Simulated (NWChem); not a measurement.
Species: SiBiH3F2; SMILES [SiH3][Bi]([F])[F]

Program: NWChem. Coordinates come from a PBE0/def2-SVP optimisation. def2 effective core potentials on Bi; no spin-orbit coupling. B3LYP is NWChem's, with the RPA form of VWN correlation. Static field.

Question: Estimate the computed values for B3LYP/def2-SVPD. Quantities: isotropic polarisability (bohr³); anisotropy (bohr³).

Answer: The isotropic polarisability (bohr³) is 78.4. The anisotropy (bohr³) is 38.2.
